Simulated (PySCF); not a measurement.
## Correlation energy of Hg(2+) (mercury, charge +2)

[Xe] 4f14 5d9 6p1, one real determinant (an excited configuration). Computed with PySCF 2.14 in aug-cc-pwCVDZ-PP with ECP60MDF (6s6p5d3f, 70 functions), with a scalar-relativistic core potential. Frozen: 5s2 5p6; 10 electrons correlated.

```tsv
level	correlation energy (mhartree)
CCSD	-255.03
(T)	-5.28
CCSD(T)	-260.31
```

Diagnostics: T1 = 0.0076, D1 = 0.0301, largest double amplitude 0.055.

Q: Is a single reference adequate?

A: Yes, within this model without spin-orbit coupling: T1 lies below 0.03 and no double amplitude reaches 0.07.

The reference is one real determinant that mixes LS terms of this configuration.
